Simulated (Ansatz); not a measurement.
F2H2MoO2S (`[OH][Mo]([OH])([F])([F])=[S]`), relaxed with RKS PBE0-D4/def2-TZVP in Ansatz from a GFN2-xTB geometry. The force threshold is 0.005 eV/Å; the program also tests the step.

Total charge 0; spin multiplicity 1. Mo takes the def2 core potential.

Start:

```xyz
8

O     0.404    0.357    1.653
Mo   -0.007    0.000    0.000
O     0.137   -0.219   -1.720
F    -0.112    1.785   -0.296
F     0.801   -1.610    0.212
S    -2.092   -0.526    0.255
H     0.638    0.553    2.565
H     0.230   -0.340   -2.670
```

Task: How much energy does the relaxation release, and in how many steps? (Estimate.)

Result: Computed: 94.51 kJ/mol, in 23 steps, 1 of them rejected.

Task: Which bonds change most? (An estimate is asked.)

Result: Ansatz gave: O1–Mo2 from 1.740 to 1.857 Å; Mo2–O3 from 1.740 to 1.857 Å; Mo2–F5 from 1.814 to 1.904 Å; Mo2–S6 from 2.165 to 2.080 Å.

Task: Give the relaxed structure. (Best estimate.)

Result: The calculation gave: 
```xyz
8

O     0.347    0.510    1.692
Mo   -0.329    0.171   -0.003
O     0.073   -0.085   -1.798
F    -0.579    1.969   -0.290
F     0.842   -1.321    0.159
S    -2.242   -0.597    0.278
H     1.105    0.027    2.035
H     0.783   -0.674   -2.073
```
